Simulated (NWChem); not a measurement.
Species: CdSiH4O; SMILES [O]([SiH3])[CdH]

```xyz
7

Cd    -0.0409    -1.0042     0.0100
H     -0.4701    -2.5869     0.0195
O      0.5905     0.8741    -0.0024
Si    -0.1079     2.3805    -0.0055
H     -1.0052     2.6015    -1.2048
H      0.9723     3.4310    -0.0378
H     -0.9583     2.6276     1.2225
```
Atoms are numbered in this order, from 1.

Results from NWChem. All runs use the structure optimised with PBE-D3(BJ)/def2-SVP. def2 effective core potentials on Cd; no spin-orbit coupling. Static field.

```
level                                  isotropic polarisability (bohr³)  anisotropy (bohr³)
-------------------------------------  --------------------------------  ------------------
PBE/def2-SVPD                                                      66.4                32.2
B3LYP/def2-SVPD                                                    63.4                28.3
LDA (Slater exchange, VWN5)/def2-SVPD                              67.6                33.4
```
